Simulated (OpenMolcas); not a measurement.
**Cl6+: CASPT2 settings compared**

* Program: OpenMolcas 26.06
* Basis: ANO-R1 [4s3p1d]
* Scalar Hamiltonian: X2C, finite nucleus
* Active space: 1 electron in 4 orbitals (3s 3p)
* State averaging: 2S+1 = 2 even, 1 root; 2S+1 = 2 odd, 3 roots
* Spin-orbit coupling: state interaction with AMFI integrals over the reference wave functions, term energies averaged over their components

Methods on the same reference wave functions:
A. CASSCF
B. SS-CASPT2, IPEA 0.1 Eh, sigma2 regulariser 0.4 Eh (closed shells correlated: 2s 2p)
C. SS-CASPT2, IPEA 0.1 Eh, sigma2 regulariser 0.2 Eh (closed shells correlated: 2s 2p)

Energies in cm-1 above 3s 2S 1/2, the measured ground level; measured values from Moore, Atomic Energy Levels, vol. I, NSRDS-NBS 35 (1971 reprint of NBS Circular 467, 1949).

| Level | A | B | C | Measured |
| --- | --- | --- | --- | --- |
| 3s 2S 1/2 | 0.0 | 0.0 | 0.0 | 0.0 |
| 3p 2P* 1/2 | 106999 | 107127 | 107127 | 123001 |
| 3p 2P* 3/2 | 108634 | 108762 | 108762 | 124891 |

Deviations, from unrounded energies. A percentage is the sum of absolute deviations over the sum of measured energies, with the sign that they share, or ± where signs differ.

| Against measurement | Levels | A | B | C |
| --- | --- | --- | --- | --- |
| mean absolute deviation (cm-1) | 2 | 16000 | 16000 | 16000 |
| other configurations (%) | 2 | -13.0 | -12.9 | -12.9 |

A, B, C lie about equally close to measurement. The largest miss of B in the table is 3p 2P* 3/2, by -16000 cm-1. The ranking rests on the paired levels alone, and a cruder setting can come out closer through cancelling errors.

Between B and C no level of the table moves by more than 5 cm-1.

The two smallest mean deviations differ by little beside CASPT2's spread within terms, so their order carries little weight.

The lowest spin-free term lies below A's lowest term by 0.008 hartree in B, 0.008 hartree in C.

The basis is small and was not contracted for so high a charge. With one active electron the reference holds no correlation, so core polarisation is missing (holds for A). With one active electron, CASPT2 adds the correlation within the correlated inactive shells and between them and that electron, and leaves the splitting within a term as the reference gives it (holds for B; C). Measured partners are found by configuration, term and J. A level has none where our copy of the source lacks it or the pairing is in doubt (some pairs that miss far off the trend of their configuration count as doubtful), and it then counts in no deviation. Only configurations of the active space appear.

* marks odd parity.
